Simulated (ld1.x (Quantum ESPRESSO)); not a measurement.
What one change does to a pseudopotential (oxygen, TM)

* Element: O (Z = 8)
* Generator: ld1.x (Quantum ESPRESSO) 7.5
* Type: norm-conserving Troullier–Martins (Kleinman–Bylander form)
* Functional: PBE
* Relativity: scalar-relativistic
* Frozen core: [He]
* Valence charge: 6
* Reference configuration: 2s2 2p2.5 (charge +1.5)
* Partial waves: 2s (bound): rc 0.65 bohr; 3d channel at 0.45 Ry: rc 1.75 bohr; 2p (bound): rc 2.00 bohr
* Local potential: the p channel
* Core correction: none

Change: core correction a·sin(br)/r model core inside 0.50 bohr.

Cutoffs: the cutoffs (Ry, on a coarse ladder) from which the occupation-weighted sum of valence levels, in a spherical-Bessel basis at the reference potential, stays within 10 and 1 mRy of its value at 400 Ry; they do not see the model core or the augmentation charge, which bear on the density cutoff. Errors are all-electron minus pseudo energies relative to the spin-unpolarised reference configuration.

Task: Predict the effect on cutoff, ghosts and configuration errors.

Result: The potential gets neither clearly harder nor softer (160 Ry and 300 Ry → 160 Ry and 300 Ry); the errors of the 7 common tests hardly move; neither file shows a bound ghost. A model core, the more so a compact one, raises the density cutoff, which this test does not measure.

| quantity | base | changed |
| --- | --- | --- |
| cutoff, loose | 160 Ry | 160 Ry |
| cutoff, tight | 300 Ry | 300 Ry |
| bound ghosts | none | none |
| error for 2s2 2p4, meV [ΔE -30.87 eV] | +48 | +46 |
| error for 2s2 2p3, meV [ΔE -14.44 eV] | +28 | +27 |
| error for 2s2 2p2, meV [ΔE 19.14 eV] | +59 | +59 |
| error for 2s2 2p1, meV [ΔE 73.01 eV] | +916 | +911 |
| error for 2s2 2p4.3, meV [ΔE -33.00 eV] | +15 | +13 |
| error for 2s1 2p4, meV [ΔE 0.79 eV] | +209 | +198 |
| error for 2s0 2p6, meV [ΔE -0.94 eV] | +687 | +664 |
| s: phases at 2.20 bohr within 0.05 rad from the reference energy up to (Ry; the scan ends near 5) | -1.1 | -1.1 |
| p: phases at 2.20 bohr within 0.05 rad from the reference energy up to (Ry; the scan ends near 5) | -0.8 | -0.8 |
| d: phases at 2.20 bohr within 0.05 rad from the reference energy up to (Ry; the scan ends near 5) | 2.5 | 2.5 |
